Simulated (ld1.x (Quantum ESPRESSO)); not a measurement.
**Scattering properties, RRKJ potential for titanium**

- Element: titanium
- Generator: ld1.x (Quantum ESPRESSO) 7.5
- Type: norm-conserving RRKJ (Kleinman–Bylander form)
- Functional: PW91
- Relativity: scalar-relativistic
- Frozen core: [Ar]
- Valence charge: 4
- Reference configuration: 3d2 4s2 4p0
- Partial waves: 4p (bound, empty): rc 3.00 bohr; 3d (bound): rc 2.35 bohr; 4s (bound): rc 2.25 bohr
- Local potential: the s channel
- Core correction: none

The phase is arctan(r·u′/u) with u = r·R(r), unwrapped; energies in Ry, scanned from -2 to 5 Ry. A pole is an energy at which the radial function vanishes at the test radius. The pseudo phase is shifted by a multiple of π to meet the all-electron one at the reference energy, and phase errors are pseudo minus all-electron; the curves can meet again beyond the range given. Levels narrower than the energy grid can be missing from the lists of poles.

| channel | radius (bohr) | reference energy (Ry) | poles, all-electron | poles, pseudo | unbroken range about the reference energy with phases within 0.05 rad | phase error 1 Ry above the reference energy (rad) |
| --- | --- | --- | --- | --- | --- | --- |
| s | 3.25 | -0.33 | 0.84 | 0.76, 3.48 | below 1.3 | -0.015 |
| p | 3.25 | -0.11 | 1.53 | 1.50 | below 3.3 | -0.005 |
| d | 3.25 | -0.32 | -0.20, 2.75 | -0.20, 3.87 | below 0.3 | +0.157 |

Phases in the d channel:

| E (Ry) | all-electron | pseudo |
| --- | --- | --- |
| -2.00 | 1.353 | 1.354 |
| -1.76 | 1.337 | 1.339 |
| -1.52 | 1.319 | 1.321 |
| -1.28 | 1.294 | 1.296 |
| -1.04 | 1.257 | 1.261 |
| -0.80 | 1.193 | 1.200 |
| -0.56 | 1.014 | 1.027 |
| -0.32 | -1.023 | -1.023 |
| -0.08 | -1.726 | -1.712 |
| 0.16 | -1.873 | -1.844 |
| 0.40 | -2.005 | -1.946 |
| 0.64 | -2.207 | -2.073 |
| 0.88 | -2.630 | -2.281 |
| 1.12 | -3.444 | -2.679 |
| 1.36 | -4.077 | -3.353 |
| 1.60 | -4.357 | -3.933 |
| 1.84 | -4.497 | -4.235 |
| 2.08 | -4.582 | -4.394 |
| 2.32 | -4.639 | -4.489 |
| 2.56 | -4.683 | -4.552 |
| 2.80 | -4.720 | -4.598 |
| 3.04 | -4.753 | -4.632 |
| 3.28 | -4.785 | -4.660 |
| 3.52 | -4.819 | -4.684 |
| 3.76 | -4.860 | -4.704 |
| 4.00 | -4.911 | -4.722 |
| 4.24 | -4.986 | -4.739 |
| 4.48 | -5.115 | -4.755 |
| 4.72 | -5.394 | -4.771 |
| 4.96 | -6.141 | -4.788 |
